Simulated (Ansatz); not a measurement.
Basis-set extrapolation for C$_{4}$H$_{8}$O$_{3}$, SMILES `COC(=O)CCO` (PBE0-D4/def2-TZVP geometry, frozen core, the Gaussian-basis code of Ansatz). Multiplicity 1, RHF reference.

```json
{"": "HF", "def2-TZVPP": "-380.886867", "def2-QZVPP": "-380.904351"}
{"": "MP2 correlation", "def2-TZVPP": "-1.373486", "def2-QZVPP": "-1.473565"}
{"": "CCSD(T) correlation", "def2-TZVPP": "-1.466656", "def2-QZVPP": "not run"}
```

Energies in hartree. Use E(X) = E(∞) + A·exp(−7.88·√X) for Hartree–Fock and E(X) = E(∞) + B·X^(−2.97) for correlation, with X = 3 and 4, and add CCSD(T) minus MP2 of the smaller set to the MP2 limit.

Q: What is the CCSD(T) energy at the basis-set limit?

A: HF limit: -380.904351 + (-0.017484) × 0.13774 = -380.90676. MP2 limit: -1.473565 + (-0.100079) × 0.74074 = -1.54770. Higher-order term: -1.466656 − (-1.373486) = -0.09317. Total: -382.54763 hartree, 5.28 eV below CCSD(T)/def2-TZVPP.
